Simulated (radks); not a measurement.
Results of a calculation; reference values are marked as such.
Level of theory: Dirac Kohn-Sham, PBE, spin-unpolarised, spherical densities, finite nucleus; open shells fill j = l - 1/2 first; Fermi nuclear charge, rms radius of each element as measured or else 0.836 A^(1/3) + 0.57 fm (a radial shooting solver on a logarithmic mesh with Libxc functionals). Each species is in its NIST ground configuration. Rank Cd, Pd, Rb, In, Sn, Nb, Ag, Mo, Te, Zr, I, Rh, Sb, Ru, Xe, Sr, Tc by mean radius of the outermost orbital (bohr), largest first.

Answer. Rb 5.25, Sr 4.33, Nb 3.74, Zr 3.73, In 3.64, Mo 3.60, Ru 3.39, Tc 3.31, Rh 3.31, Ag 3.17, Sn 3.17, Sb 2.98, Cd 2.90, Te 2.72, I 2.52, Xe 2.35, Pd 1.61.
